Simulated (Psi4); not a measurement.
Pair of molecules: CH4 (SMILES C) (first 5 atoms) with CH4S (SMILES CS); geometry from B3LYP-D3(BJ)/def2-TZVP, rigid monomers moved along the line of their centres of mass till C1···H8 is 5.14 Å.
(charge 0, multiplicity 1):
```json
[
 {"atom": "C", "x (Å)": "-0.0525", "y (Å)": "0.0752", "z (Å)": "-0.0999"},
 {"atom": "H", "x (Å)": "-1.1168", "y (Å)": "0.0208", "z (Å)": "0.1285"},
 {"atom": "H", "x (Å)": "0.4935", "y (Å)": "0.4084", "z (Å)": "0.7816"},
 {"atom": "H", "x (Å)": "0.3037", "y (Å)": "-0.9091", "z (Å)": "-0.4018"},
 {"atom": "H", "x (Å)": "0.1048", "y (Å)": "0.7805", "z (Å)": "-0.9149"},
 {"atom": "C", "x (Å)": "-0.1976", "y (Å)": "-1.3795", "z (Å)": "5.8482"},
 {"atom": "S", "x (Å)": "0.3138", "y (Å)": "0.3277", "z (Å)": "6.2290"},
 {"atom": "H", "x (Å)": "-0.2198", "y (Å)": "-1.5531", "z (Å)": "4.7747"},
 {"atom": "H", "x (Å)": "0.5545", "y (Å)": "-2.0275", "z (Å)": "6.2950"},
 {"atom": "H", "x (Å)": "-1.1652", "y (Å)": "-1.6090", "z (Å)": "6.2895"},
 {"atom": "H", "x (Å)": "-0.7048", "y (Å)": "0.9470", "z (Å)": "5.6110"}
]
```

Computed with SAPT0/jun-cc-pV(D+d)Z (Psi4 1.11).

Task: Give the four SAPT terms and the total, and say what mostly holds the pair together.

Result: electrostatics -0.02, exchange 0.00, induction 0.00, dispersion -0.05, total -0.08 kcal/mol; the largest attraction is dispersion.
